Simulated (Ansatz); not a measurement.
`[CH3][SnH2][CH2][AlH2]` + `N=C=CO` → `N=C=C[O][AlH2]` + `[CH3][SnH2][CH3]`  (ligand exchange at the Al–C bond)

Isolated molecules relaxed with PBE0-D4/def2-TZVP in Ansatz; ΔE leaves out vibrations. CCSD(T)/CBS adds triple-zeta CCSD(T) − MP2 to the extrapolated MP2 energy (def2 sets, frozen cores). Functionals use def2-TZVPP. Elements past krypton have def2 core potentials. For Sn outer-core shells are correlated without core-valence functions, which leaves a few kJ/mol of doubt a bond. Each species was taken in one conformer, which may not be the lowest.

```
             level  ΔE (kJ/mol)
            PBE-D4       -120.4
         r2SCAN-D4       -129.2
           PBE0-D4       -122.0
               PBE       -121.7
CCSD(T)/def2-TZVPP       -129.9
    MP2/def2-QZVPP       -130.0
SCS-MP2/def2-QZVPP       -133.7
      HF/CBS(def2)       -147.6
```

(1) What does CCSD(T)/CBS give? (An estimate is asked.)

Largest T1 diagnostic among the species: 0.015.

Answers

(1) Computed: -127.0 kJ/mol. The listed levels differ from it by 6.6, -2.2, 5.0, 5.3, -2.9, -3.0, -6.7, -20.6 kJ/mol.

In def2-TZVPP, CCSD(T) changes the Hartree–Fock value by +16.6 kJ/mol (the triples alone add +2.7 kJ/mol) and MP2 by +15.1 kJ/mol.
